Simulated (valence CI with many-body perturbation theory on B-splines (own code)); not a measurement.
**E1 line list for Pb+**

Computed by configuration interaction combined with many-body perturbation theory (CI+MBPT): three valence electrons over a frozen Dirac-Fock core [Xe] 4f14 5d10, radial functions for each j: 11 s, 11 p, 9 d, 7 f, 5 g, 2 h, 1 i, with the one-electron correlation potential Σ1 (screened to all orders), the two-electron term Σ2, the three-electron term Σ3, Breit, model QED; selected single and double excitations, second order for the rest (own B-spline code, finite nucleus).

Against 15 measured levels this calculation errs by 201 cm⁻¹ on average and by 622 at most. These come from a selection out of the NIST Handbook of Basic Atomic Spectroscopic Data. Levels without a partner in it may be off by more.

Lines 1 to 50 of 72 in falling wavelength, among levels below 101947 cm⁻¹, chosen from the strongest by gf and those to the six lowest levels. Wavelengths and rates use the calculated energies, so an error of 200 cm⁻¹ moves a line at 33820 Å by 6.8 % and its rate by three times that or more. Electric multipoles are in the length gauge, E1 and E2 with the static RPA response of the core. Weak lines are less certain than strong ones. Lines between different terms over intervals too small for the method are left out, as are lines whose strength nearly cancels. Where a level lies close to another of its J and parity, the split of strength between their lines is uncertain. The highest levels of a list are the least certain.

Names give the largest LS component (configuration and term), which can be under half, so a name can repeat, a term be missing and a line seem to break the LS rules; names also repeat where a configuration has a term twice.

| λ vac (Å) | λ from measured levels | Upper | Lower | A (s⁻¹) | S (a.u.) with core polarisation | S without |
| --- | --- | --- | --- | --- | --- | --- |
| 33820 | 36050 | 6s²7d ²D_5/2 | 5f6s² ²F°_5/2 | 5.11e+04 | 5.85e+00 | 5.85e+00 |
| 33640 | 35860 | 6s²7d ²D_5/2 | 5f6s² ²F°_7/2 | 1.03e+06 | 1.16e+02 | 1.16e+02 |
| 29540 | 29700 | 6s²7p ²P°_3/2 | 6s6p² ⁴P_5/2 | 5.19e+05 | 2.64e+01 | 2.64e+01 |
| 29480 | 28220 | 5f6s² ²F°_7/2 | 6s6p² ²D_5/2 | 5.55e+05 | 5.62e+01 | 5.59e+01 |
| 29350 | 28100 | 5f6s² ²F°_5/2 | 6s6p² ²D_5/2 | 3.74e+04 | 2.80e+00 | 2.79e+00 |
| 21710 | 21190 | 6s²7p ²P°_1/2 | 6s²6d ²D_3/2 | 2.49e+06 | 2.51e+01 | 2.53e+01 |
| 19070 |  | 6s²9s ²S_1/2 | 6s²8p ²P°_3/2 | 1.66e+07 | 1.13e+02 | 1.13e+02 |
| 17400 |  | 6s6p² ²D_3/2 | 6s²7p ²P°_3/2 | 2.21e+05 | 2.29e+00 | 2.29e+00 |
| 17260 |  | 6s²8p ²P°_1/2 | 6s²8s ²S_1/2 | 1.03e+07 | 5.25e+01 | 5.28e+01 |
| 16510 |  | 6s²8p ²P°_1/2 | 6s6p² ²P_1/2 | 3.35e+06 | 1.49e+01 | 1.49e+01 |
| 15670 |  | 6s²9s ²S_1/2 | 6s²8p ²P°_1/2 | 1.03e+07 | 3.92e+01 | 3.91e+01 |
| 14660 |  | 6s²8p ²P°_3/2 | 6s6p² ²D_5/2 | 4.14e+06 | 2.58e+01 | 2.58e+01 |
| 14420 |  | 6s²8p ²P°_3/2 | 6s²8s ²S_1/2 | 1.58e+07 | 9.35e+01 | 9.39e+01 |
| 13900 |  | 6s²8p ²P°_3/2 | 6s6p² ²P_1/2 | 5.17e+06 | 2.74e+01 | 2.74e+01 |
| 13510 | 13270 | 6s²7p ²P°_3/2 | 6s²6d ²D_3/2 | 9.36e+05 | 4.56e+00 | 4.56e+00 |
| 11910 | 12040 | 6s²7p ²P°_3/2 | 6s²6d ²D_5/2 | 7.38e+06 | 2.46e+01 | 2.46e+01 |
| 11700 |  | 6s6p² ²D_3/2 | 6s²7p ²P°_1/2 | 3.23e+06 | 1.02e+01 | 1.03e+01 |
| 11320 | 12000 | 6s²7p ²P°_1/2 | 6s6p² ⁴P_3/2 | 4.98e+05 | 7.13e-01 | 7.20e-01 |
| 10620 |  | 5f6s² ²F°_5/2 | 6s6p² ²D_3/2 | 6.80e+06 | 2.41e+01 | 2.41e+01 |
| 8789 |  | 6s6p² ²P_1/2 | 6s²7p ²P°_3/2 | 1.25e+07 | 8.37e+00 | 8.39e+00 |
| 8598 | 8970 | 6s²7p ²P°_3/2 | 6s6p² ⁴P_3/2 | 8.59e+04 | 1.08e-01 | 1.07e-01 |
| 8590 | 8398 | 6s²8s ²S_1/2 | 6s²7p ²P°_3/2 | 4.41e+07 | 2.76e+01 | 2.75e+01 |
| 8558 |  | 6s²8p ²P°_1/2 | 6s6p² ²D_3/2 | 5.56e+06 | 3.44e+00 | 3.45e+00 |
| 8508 | 8547 | 6s6p² ²D_5/2 | 6s²7p ²P°_3/2 | 1.66e+07 | 3.02e+01 | 3.03e+01 |
| 7797 |  | 6s²8p ²P°_3/2 | 6s6p² ²D_3/2 | 4.48e+05 | 4.19e-01 | 4.22e-01 |
| 7055 |  | 6s6p² ²P_1/2 | 6s²7p ²P°_1/2 | 8.70e+06 | 3.02e+00 | 3.01e+00 |
| 6927 | 6793 | 6s²8s ²S_1/2 | 6s²7p ²P°_1/2 | 2.73e+07 | 8.96e+00 | 8.88e+00 |
| 6773 | 6662 | 6s²7p ²P°_1/2 | 6s²7s ²S_1/2 | 6.21e+07 | 1.91e+01 | 1.95e+01 |
| 5867 | 5878 | 6s²7d ²D_3/2 | 6s²7p ²P°_3/2 | 1.67e+07 | 6.66e+00 | 6.74e+00 |
| 5779 | 6043 | 6s²7p ²P°_1/2 | 6s6p² ⁴P_1/2 | 1.31e+05 | 2.49e-02 | 2.64e-02 |
| 5694 | 5610 | 6s²7p ²P°_3/2 | 6s²7s ²S_1/2 | 9.75e+07 | 3.55e+01 | 3.63e+01 |
| 5519 | 5546 | 6s²7d ²D_5/2 | 6s²7p ²P°_3/2 | 8.10e+07 | 4.03e+01 | 4.07e+01 |
| 5396 | 5374 | 5f6s² ²F°_7/2 | 6s6p² ⁴P_5/2 | 6.89e+07 | 4.27e+01 | 4.34e+01 |
| 5392 | 5369 | 5f6s² ²F°_5/2 | 6s6p² ⁴P_5/2 | 4.61e+06 | 2.14e+00 | 2.17e+00 |
| 5040 | 5044 | 6s²7d ²D_3/2 | 6s²7p ²P°_1/2 | 8.82e+07 | 2.23e+01 | 2.25e+01 |
| 4975 | 5165 | 6s²7p ²P°_3/2 | 6s6p² ⁴P_1/2 | 1.82e+05 | 4.44e-02 | 4.70e-02 |
| 4554 |  | 6s²8p ²P°_3/2 | 6s6p² ⁴P_5/2 | 3.50e+05 | 6.53e-02 | 6.56e-02 |
| 4432 | 4388 | 5f6s² ²F°_5/2 | 6s²6d ²D_3/2 | 1.83e+08 | 4.72e+01 | 4.83e+01 |
| 4247 | 4246 | 5f6s² ²F°_7/2 | 6s²6d ²D_5/2 | 1.35e+08 | 4.10e+01 | 4.20e+01 |
| 4244 | 4243 | 5f6s² ²F°_5/2 | 6s²6d ²D_5/2 | 9.10e+06 | 2.06e+00 | 2.12e+00 |
| 4199 |  | 6s²9s ²S_1/2 | 6s²7p ²P°_3/2 | 1.89e+07 | 1.38e+00 | 1.37e+00 |
| 4026 |  | 6s²8p ²P°_1/2 | 6s²6d ²D_3/2 | 1.74e+04 | 1.12e-03 | 7.95e-04 |
| 3850 |  | 6s²8p ²P°_3/2 | 6s²6d ²D_3/2 | 1.44e+05 | 1.63e-02 | 1.64e-02 |
| 3758 |  | 6s²9s ²S_1/2 | 6s²7p ²P°_1/2 | 1.38e+07 | 7.20e-01 | 7.07e-01 |
| 3732 | 3787 | 5f6s² ²F°_5/2 | 6s6p² ⁴P_3/2 | 8.36e+06 | 1.29e+00 | 1.33e+00 |
| 3707 |  | 6s²8p ²P°_3/2 | 6s²6d ²D_5/2 | 1.69e+06 | 1.70e-01 | 1.68e-01 |
| 3441 |  | 6s²8p ²P°_1/2 | 6s6p² ⁴P_3/2 | 2.38e+05 | 9.56e-03 | 9.85e-03 |
| 3311 |  | 6s²8p ²P°_3/2 | 6s6p² ⁴P_3/2 | 1.12e+04 | 8.06e-04 | 7.50e-04 |
| 2858 |  | 6s²8p ²P°_1/2 | 6s²7s ²S_1/2 | 2.95e+05 | 6.80e-03 | 1.20e-02 |
| 2767 |  | 6s²8p ²P°_3/2 | 6s²7s ²S_1/2 | 7.53e+06 | 3.15e-01 | 3.49e-01 |
